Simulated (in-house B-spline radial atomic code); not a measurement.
Cl⁺ is squeezed into an impenetrable sphere of radius R (the orbitals vanish at R). Level of theory: non-relativistic PBE, spin-polarised, spherical fractional occupations, point nucleus; calculated with a radial B-spline atomic code at the basis-set limit.

Energies in eV above the free ion in [Ne] 3s2 3p4:

| R (bohr) | highest level (eV) | [Ne] 3s2 3p4 | [He] 2s2 2p5 3s2 3p4 3d1 | [Ne] 3s1 3p4 3d1 | -dE/dV in [Ne] 3s2 3p4 (GPa) |
| --- | --- | --- | --- | --- | --- |
| 7.68 | -18.2 | 0.0007776 | 211.6 | 25.81 | 0.00248 |
| 6.1 | -18.2 | 0.02374 | 211.8 | 26.03 | 0.117 |
| 4.92 | -17.8 | 0.2863 | 212.3 | 26.81 | 2.12 |
| 4.29 | -17.2 | 1.06 | 213.4 | 28.2 | 10.3 |
| 3.33 | -13.5 | 7.797 | 220.6 | 36.99 | 127 |
| 3.18 | -12.2 | 10.68 | 223.5 | 40.4 | 191 |
| 2.76 | -6.36 | 26 | 239.1 | 57.56 | 628 |
| 2.05 | 21.3 | 124.3 | 340.6 | 158.8 | 5840 |
| 1.7 | 58.7 | 285.4 | 509.4 | 316.4 | 21000 |
| 1.2 | 219 | 1095 | 1364 | 1074 | 195000 |

(1) Does [He] 2s2 2p5 3s2 3p4 3d1 fall below [Ne] 3s2 3p4 under compression?

(2) Does [Ne] 3s1 3p4 3d1 fall below [Ne] 3s2 3p4 under compression?

The highest level is first positive in the row R = 2.05 bohr, pushed up by confinement above the zero of the free ion's potential. Each configuration is held fixed and needn't be the lowest in the sphere.

Answers

(1) No, it stays above over the whole range.

(2) Yes, between R = 1.7 and 1.2 bohr the order changes (near 1.4 bohr by linear interpolation).
